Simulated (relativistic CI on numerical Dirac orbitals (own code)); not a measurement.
**One change at a time: Co¹⁸⁺**

Base calculation: Dirac-Coulomb-Breit CI, orbitals from a KLI potential per configuration, QED by a radiative potential, unscaled Slater integrals.

CI space (outside the closed core 1s2): 2s²2p⁵, 2s2p⁶, 2p⁶3s, 2p⁶3p, 2s²2p⁴3s, 2p⁶3d, 2s²2p⁴3p, 2s²2p⁴3d, 2s2p⁵3s, 2s2p⁵3p, 2s2p⁵3d, 2s²2p⁴4s, 2s²2p⁴4p, 2s²2p⁴4d, 2s²2p⁴4f, 2s2p⁵4s. Levels of other configurations are missing.

Variants: (1) non-relativistic limit; (2) one mean potential for all configurations. Shifts of the energy above 2s²2p⁵ ²P°3/2, in eV, for the lowest level and the first level of each name with at least 55 % of one term (blank where a level changes its place among those of its configuration and J or its character, or is not in the variant):

```csv
Level,Base,Δ(1),Δ(2)
2s²2p⁵ ²P°3/2,0.000,0.000,0.000
2s²2p⁵ ²P°1/2,15.104,-15.104,-0.003
2s2p⁶ ²S1/2,141.869,-18.316,+0.150
2s²2p⁴3s ⁴P5/2,848.746,+3.262,+1.440
2s²2p⁴3s ²P3/2,852.447,,+1.510
2s²2p⁴3s ⁴P1/2,859.742,-7.734,+1.405
2s²2p⁴3s ⁴P3/2,862.953,,+1.567
2s²2p⁴3s ²P1/2,866.221,-8.798,+1.619
2s²2p⁴3s ²D5/2,873.738,-6.653,+1.388
2s²2p⁴3s ²D3/2,874.328,-7.243,+1.417
2s²2p⁴3p ⁴P°3/2,880.966,-0.314,+1.267
2s²2p⁴3p ⁴P°5/2,881.579,-0.927,+1.290
2s²2p⁴3p ⁴D°7/2,886.108,-0.949,+1.324
2s²2p⁴3p ²D°5/2,886.128,,+1.346
2s²2p⁴3p ⁴D°1/2,893.297,-8.138,+1.281
2s²2p⁴3p ⁴P°1/2,894.228,,+1.350
2s²2p⁴3s ²S1/2,894.914,-13.313,+1.300
2s²2p⁴3p ⁴D°5/2,899.031,,+1.416
2s²2p⁴3p ²D°3/2,902.286,,+1.463
2s²2p⁴3p ²F°5/2,906.210,-8.081,+1.261
2s²2p⁴3p ²F°7/2,909.423,-11.294,+1.264
2s²2p⁴3d ⁴D5/2,925.786,-3.655,+1.393
```

At this charge energies of transitions that change n are usually good to better than 1 %, and those within a shell (Δn = 0) to a few per cent.

Ionisation energy from the two ground configurations alone: base 1495.74 eV. The NIST ASD value (measured) is 1504.5 eV.

LS names give the leading component of a level, which can be under half, so a name can repeat, a term be missing and a line seem to break the LS rules.
